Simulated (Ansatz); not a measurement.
The cluster Al₂Sb₂⁺. Charge 1, multiplicity 2. Geometry PBE-D4/def2-SVP; atoms count from 1.

Cartesian coordinates in Å:
```
Al 1.618 -0.012 -0.498
Al -1.049 -0.570 -1.130
Sb -0.122 -1.131 1.379
Sb -0.447 1.712 0.249
```

In the def2 sets Sb takes a core potential; there is no spin–orbit coupling. The charge 1 doublet is spin-contaminated (final ⟨S²⟩ up to 1.74, 0.75 for a pure state). The geometry of the doublet was relaxed on an unsound state (⟨S²⟩ 1.70, where a pure state has 0.75). Another isomer (doublet) lies 0.98 eV lower at PBE0-D4/def2-TZVP; other spin states weren't run for this one.

Problem. Estimate the Mulliken populations from the PBE0/def2-TZVP orbitals of Ansatz.

Solution. 
| atom | charge (e) | spin (α − β) |
| --- | --- | --- |
| Al1 | 0.40 | 0.69 |
| Al2 | 0.37 | -0.57 |
| Sb3 | 0.12 | 0.44 |
| Sb4 | 0.12 | 0.44 |
Mulliken values and Mayer orders depend strongly on the basis.

Problem. Where does the spin sit?

Solution. Summed by element: Al 0.12, Sb 0.88, of 1 unpaired in all. Largest on single atoms: Al1 0.69, Al2 -0.57, Sb4 0.44.

Problem. And the Mayer bond orders between bonded heavy atoms (over 0.3)?

Solution. Al1–Al2 0.39 (2.80 Å); Al1–Sb3 0.77 (2.79 Å); Al1–Sb4 0.77 (2.79 Å); Al2–Sb3 0.87 (2.73 Å); Al2–Sb4 0.87 (2.73 Å); Sb3–Sb4 0.99 (3.08 Å).
